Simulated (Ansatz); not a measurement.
`CC[O][Ge]([F])([F])[O]CC`, charge 0, multiplicity 1.

Q: Give a relaxed structure at PBE0-D4/def2-TZVP (the Gaussian-basis code of Ansatz). (An estimate is asked.)

A: Computed: 
Z-matrix (Å, degrees):
```
C
C 1 1.506
H 1 1.091 2 110.5
H 1 1.093 2 110.1 3 -119.9
H 1 1.092 2 110.7 3 120.1
O 2 1.429 1 108.2 3 -59.6
H 2 1.096 1 110.6 3 60.5
H 2 1.097 1 110.5 3 179.7
Ge 6 1.737 2 119.8 1 -174.4
F 9 1.710 6 111.2 2 -59.5
F 9 1.710 6 105.6 2 -176.1
O 9 1.737 6 115.3 2 60.7
C 12 1.429 9 119.8 6 60.9
C 13 1.506 12 108.2 9 -174.6
H 13 1.097 12 110.2 9 -53.7
H 13 1.096 12 109.7 9 64.7
H 14 1.092 13 110.7 12 60.4
H 14 1.093 13 110.2 12 -179.5
H 14 1.091 13 110.5 12 -59.6
```
Point group C2.
This is one stationary point; other conformers may exist.
